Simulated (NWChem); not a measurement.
Molecule: SiH3S2OCl; SMILES O[Si](Cl)(S)S

```xyz
8

O     -0.3093    -0.1928     1.8823
Si    -0.0406    -0.0257     0.2614
S      1.8796     0.7000    -0.2904
S     -0.3329    -1.9561    -0.5628
Cl    -1.3277     1.4139    -0.4728
H     -0.3908     0.6230     2.3892
H      2.5224    -0.3736     0.2240
H     -1.2672    -2.2850     0.3584
```
Atoms are numbered in this order, from 1.

The geometry was optimised at PBE0/def2-SVP.

Q: List the 4 lowest vertical singlet excitations from B3LYP/def2-SVP, TDA (NWChem).

A: 
```json
[
 {"state": "S1", "energy (eV)": "6.47", "oscillator strength": "0.001", "leading excitation (squared amplitude)": "HOMO → LUMO (0.71)"},
 {"state": "S2", "energy (eV)": "6.54", "oscillator strength": "0.001", "leading excitation (squared amplitude)": "HOMO−1 → LUMO (0.59)"},
 {"state": "S3", "energy (eV)": "6.79", "oscillator strength": "0.012", "leading excitation (squared amplitude)": "HOMO → LUMO+1 (0.71)"},
 {"state": "S4", "energy (eV)": "6.92", "oscillator strength": "0.009", "leading excitation (squared amplitude)": "HOMO−1 → LUMO+1 (0.64)"}
]
```
